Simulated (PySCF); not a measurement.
## Working out the ionisation energy of I

I [Kr] 4d10 5s2 5p5 (2P) → I+ [Kr] 4d10 5s2 5p4 (3P). All numbers are calculated (PySCF 2.14, scalar relativity through the core potential, in aug-cc-pVTZ-PP with ECP28MDF (6s5p4d2f, 55 functions)). Frozen: 4s2 4p6 4d10. Energies in hartree (1 hartree = 27.21139 eV):

| part | I (lower) | I+ (upper) |
| --- | --- | --- |
| UHF | -294.661883 | -294.311086 |
| MP2 opposite-spin | -0.089536 | -0.068541 |
| MP2 same-spin | -0.025892 | -0.019654 |

Question: What does Hartree-Fock give?

Answer: (-294.311086) − (-294.661883) = 0.350797 hartree = 9.546 eV.

Question: What do MP2 and SCS-MP2 (6/5 opposite-spin, 1/3 same-spin) give?

Answer: The opposite-spin parts differ by 0.571 eV and the same-spin parts by 0.170 eV. MP2: 9.546 + (0.571) + (0.170) = 10.287 eV. SCS-MP2: 9.546 + 1.2 × (0.571) + (0.170)/3 = 10.288 eV.

Measured between the centres of the two terms (NIST): 10.519 eV, so MP2 (valence) is off by -0.232 eV.

What remains against the reference includes basis incompleteness, the frozen core and correlation beyond second order.
